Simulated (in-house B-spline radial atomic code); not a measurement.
Radial electron density of Ne4+, [He] 2s2 2p2. Method: non-relativistic LDA VWN5, spin-polarised, spherical fractional occupations, point nucleus. Calculated with an all-electron radial atomic-structure program (B-spline basis).

Columns: r (bohr), 4πr²n(r) (electrons per bohr), bar.

```
 0.00586   0.2411 #
 0.00683   0.3212 #
 0.00796   0.4266 ##
 0.00928   0.5647 ##
  0.0108   0.7419 ###
  0.0126   0.9742 ####
  0.0147    1.272 #####
  0.0172    1.656 #######
    0.02    2.118 #########
  0.0233    2.691 ###########
  0.0272    3.393 ##############
  0.0317    4.214 #################
  0.0369    5.149 #####################
  0.0431     6.21 #########################
  0.0502    7.319 ##############################
  0.0586    8.445 ##################################
  0.0683    9.474 ######################################
  0.0796     10.3 ##########################################
  0.0928    10.81 ############################################
   0.108    10.89 ############################################
   0.126    10.47 ##########################################
   0.147    9.556 #######################################
   0.171    8.286 #################################
     0.2    6.797 ###########################
   0.233    5.453 ######################
   0.272    4.477 ##################
   0.317    4.063 ################
   0.369    4.196 #################
   0.431    4.701 ###################
   0.502    5.238 #####################
   0.585    5.483 ######################
   0.683    5.209 #####################
   0.796     4.41 ##################
   0.928    3.275 #############
    1.08    2.111 #########
    1.26    1.144 #####
    1.47   0.5119 ##
    1.71   0.1881 #
       2  0.05174 
    2.33  0.01105 
    2.72 0.001662
```

On this grid the curve has 2 maxima, near 0.108, 0.585 bohr.

The 2s up radial function P(r) = rR(r), positive near the nucleus:

```csv
r (bohr),P
0.002,0.03341
0.00272,0.04512
0.0037,0.06077
0.00502,0.08136
0.00683,0.1087
0.00928,0.1441
0.0126,0.1891
0.0172,0.2462
0.0233,0.313
0.0317,0.3896
0.0431,0.4683
0.0586,0.5353
0.0796,0.5666
0.108,0.5292
0.147,0.3826
0.2,0.09863
0.272,-0.3112
0.369,-0.7628
0.502,-1.111
0.683,-1.19
0.928,-0.9555
1.26,-0.5538
1.71,-0.2138
2.33,-0.04747
```
